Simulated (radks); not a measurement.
Spherical quantum dot in the effective-mass picture: electrons in a parabolic well V = omega^2 r^2 / 2 with omega = 4.79, all in effective atomic units (hartree* = m*/eps^2 hartree, bohr* = eps/m* bohr), one dielectric constant everywhere. Method: non-relativistic Kohn-Sham, r2SCAN, spin-polarised, spherical densities, generalised Kohn-Sham scheme; computed with a radial shooting solver with Libxc functionals. Levels are named by radial order and angular momentum (1s, 1p, 1d, 2s, ...), and open shells are averaged over m. Results are scaled to m* = 0.558 and eps = 15.8, for which hartree* = 60.82 meV and bohr* = 1.498 nm. Each electron was tried in the lowest free levels, single moves between levels near the top were tried too, and the lowest total energy was kept; such a search can miss a lower state. At N = 1 the Hartree and exchange-correlation terms need not cancel, so that row can carry a self-interaction error.

N        open shells  2S  E (meV)  addition energy mu(N+1) - mu(N) (meV)  e(HOMO) (meV)  rms radius (nm)
1   1s(up 1, down 0)   1  437.202                                  101.9         472.42           0.8386
2               none   0  976.327                                  345.3         573.62           0.8636
3   1p(up 1, down 0)   1  1860.74                                  61.96         914.66           0.9651
4   1p(up 2, down 0)   2  2807.11                                  65.07         978.59            1.018
5   1p(up 3, down 0)   3  3818.55                                  94.26         1044.5            1.054
6   1p(up 3, down 1)   2  4924.25                                  59.11         1134.7            1.084
7   1p(up 3, down 2)   1  6089.06                                  61.71         1195.4            1.108
8               none   0  7315.58                                  308.1         1257.8            1.129
9   1d(up 1, down 0)   1  8850.18                                  53.34         1561.1            1.168
10  1d(up 2, down 0)   2  10438.1                                  54.08         1614.9            1.200
11  1d(up 3, down 0)   3  12080.1                                  54.37         1669.2            1.228
12  1d(up 4, down 0)   4  13776.5                                  54.43         1723.6            1.252
13  1d(up 5, down 0)   5  15527.3                                  78.03         1778.0            1.273
14  1d(up 5, down 1)   4  17356.2                                  50.78         1854.1            1.293
15  1d(up 5, down 2)   3  19235.8                                  51.52         1905.3            1.312
16  1d(up 5, down 3)   2  21166.9                                  51.85         1957.0            1.329
17  1d(up 5, down 4)   1  23149.9                                  51.96         2009.0            1.345
18              none   0  25184.9                                  71.06         2060.9            1.359
19  2s(up 1, down 0)   1  27290.9                                  61.84         2131.7            1.374
20              none   0  29458.7                                  243.8         2192.7            1.388
21  1f(up 1, down 0)   1  31870.4                                  46.34         2434.8            1.407
22  1f(up 2, down 0)   2  34328.4                                  46.48         2481.2            1.426
23  1f(up 3, down 0)   3  36832.8                                  46.50         2527.7            1.443
24  1f(up 4, down 0)   4  39383.8                                  46.46         2574.2            1.459
25  1f(up 5, down 0)   5  41981.2                                      -         2620.6            1.474

All shells are closed at N = 2, 8, 18, 20 (there: 1s2 1p6 1d10 2s2); the second difference of the energy has clear peaks (12 % above both neighbours; the first and last values, which can be the largest, are not judged, and half-filled shells can peak too) at N = 2, 5, 8, 13, 18, 20.
